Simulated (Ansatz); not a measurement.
`FCOC(F)[SiH3]` + H₂ → `FCOC[SiH3]` + H–F  (hydrogenolysis of a C–F bond)

Isolated molecules relaxed with PBE0-D4/def2-TZVP in Ansatz; ΔE leaves out vibrations. CCSD(T)/CBS adds triple-zeta CCSD(T) − MP2 to the extrapolated MP2 energy (def2 sets, frozen cores). This one scheme is used for every species. Functionals use def2-TZVPP. One conformer a species, not always the lowest.

`FCOC(F)[SiH3]`:

Cartesian coordinates in Å:
```
F -1.265 1.375 -1.799
C -0.338 1.771 -0.865
O 0.403 0.685 -0.434
C -0.272 -0.185 0.414
F -0.394 0.399 1.671
Si 0.741 -1.800 0.558
H -0.882 2.241 -0.041
H 0.358 2.460 -1.343
H -1.297 -0.351 0.060
H 0.055 -2.688 1.528
H 2.104 -1.462 1.029
H 0.787 -2.445 -0.778
```

H₂:

Z-matrix (Å, degrees):
```
H
H 1 0.746
```

`FCOC[SiH3]`:

```xyz
12

F     1.165    0.887    1.305
C     0.628    1.625    0.259
O     0.541    0.877   -0.873
C    -0.488   -0.109   -0.865
Si   -0.233   -1.588    0.307
H     1.309    2.454    0.059
H    -0.354    1.976    0.606
H    -0.528   -0.494   -1.886
H    -1.460    0.368   -0.669
H     1.160   -2.089    0.210
H    -1.170   -2.646   -0.167
H    -0.571   -1.261    1.714
```

H–F:

Z-matrix (Å, degrees):
```
F
H 1 0.920
```

```
             level  ΔE (kJ/mol)
            PBE-D4        -71.2
SCS-MP2/def2-TZVPP        -80.6
```

Question: What does CCSD(T)/CBS give? (Estimate.)

Answer: The calculation gave: -82.7 kJ/mol. The listed levels differ from it by 11.5, 2.1 kJ/mol.

Largest T1 diagnostic among the species: 0.012.

In def2-TZVPP, CCSD(T) changes the Hartree–Fock value by −4.7 kJ/mol (the triples alone add +2.2 kJ/mol) and MP2 by −10.4 kJ/mol. From PBE to PBE0 (25 % exact exchange), in def2-TZVPP and without D4, ΔE moves by −6.9 kJ/mol.
